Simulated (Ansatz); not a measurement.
C3H4BClO, SMILES C#CB(Cl)OC.

Geometry: PBE0-D3(BJ)/def2-SVP. The structure was generated by enumeration, and PubChem lists no compound with its InChIKey, so it may never have been made. Other conformers were not sampled.

Two levels are set side by side: PBE/def2-SVPD (Ansatz, a program for electronic structure) and PBE0/def2-SVPD (Ansatz). Energy differences of separate SCF runs at the same geometry; the states with an electron removed or added have multiplicity 2 and 2. Differences are taken from unrounded values.

```
quantity                            PBE0
---------------------------------  -----
vertical ionisation energy (eV)    10.49
vertical singlet–triplet gap (eV)   4.50
```

Question: What does PBE give, and how far is it from PBE0? (Estimate from the structure and the level; the computed values follow.)

Answer: 
```csv
quantity,PBE,PBE minus PBE0
vertical ionisation energy (eV),10.07,-0.41
vertical singlet–triplet gap (eV),4.52,0.02
```
